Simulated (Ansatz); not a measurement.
`[OH][GeH2][SiH2][SiH3]` + H₂S → `[SiH3][SiH2]S` + `[OH][GeH3]`  (cleavage of the Si–Ge bond)

Program: Ansatz. Geometries: PBE0-D4/def2-TZVP. ΔE: electronic, gas phase. CCSD(T)/CBS adds triple-zeta CCSD(T) − MP2 to the extrapolated MP2 energy (def2 sets, frozen cores). This one scheme is used for every species. Functionals use def2-TZVPP. HSE06 is defined as in plane-wave codes. For Ge outer-core shells are correlated without core-valence functions, which leaves a few kJ/mol of doubt a bond. Scalar relativity is left out up to krypton. Each species was taken in one conformer, which may not be the lowest.

`[OH][GeH2][SiH2][SiH3]`:

Cartesian coordinates in Å:
```
O 1.661 0.160 -1.871
Ge -0.125 0.029 -1.836
Si -0.799 -0.892 0.265
Si 0.102 0.423 1.974
H 2.001 0.738 -1.186
H -0.443 -0.871 -3.040
H -0.745 1.429 -2.050
H -0.302 -2.290 0.377
H -2.286 -0.904 0.359
H -0.490 1.787 1.917
H 1.573 0.548 1.774
H -0.147 -0.157 3.319
```

H₂S:

Z-matrix (Å, degrees):
```
S
H 1 1.341
H 1 1.341 2 92.3
```

`[SiH3][SiH2]S`:

Z-matrix (Å, degrees):
```
Si
Si 1 2.338
H 1 1.487 2 109.5
H 1 1.486 2 110.0 3 119.9
H 1 1.486 2 110.0 3 -119.8
S 2 2.143 1 106.2 3 -179.6
H 2 1.488 1 110.6 3 60.1
H 2 1.488 1 110.6 3 -59.3
H 6 1.344 2 95.4 1 -179.6
```

`[OH][GeH3]`:

Z-matrix (Å, degrees):
```
Ge
O 1 1.783
H 1 1.531 2 104.3
H 1 1.541 2 109.9 3 119.6
H 1 1.541 2 109.9 3 -119.6
H 2 0.959 1 112.7 3 180.0
```

Question: Is it downhill or uphill in electronic energy at CCSD(T)/CBS, and by how much? (Best estimate.)

Answer: The calculation gave: Downhill: ΔE = -0.35 eV.

Question: What do these levels give: LDA (SPW92), PBE, HSE06, CAM-B3LYP, MP2/def2-QZVPP, CCSD/CBS(def2)? (Estimate.)

Answer: Ansatz gave: LDA (SPW92) -0.28, PBE -0.29, HSE06 -0.33, CAM-B3LYP -0.39, MP2/def2-QZVPP -0.42, CCSD/CBS(def2) -0.36 eV.

Largest T1 diagnostic among the species: 0.013.

In def2-TZVPP, CCSD(T) changes the Hartree–Fock value by +0.16 eV (the triples alone add +0.01 eV) and MP2 by +0.09 eV. Leaving LDA and LC-ωPBE aside and taking each functional with its dispersion term where it has one, the values, not all of them listed here, spread over 0.11 eV, from B97M-V to PBE-D4.
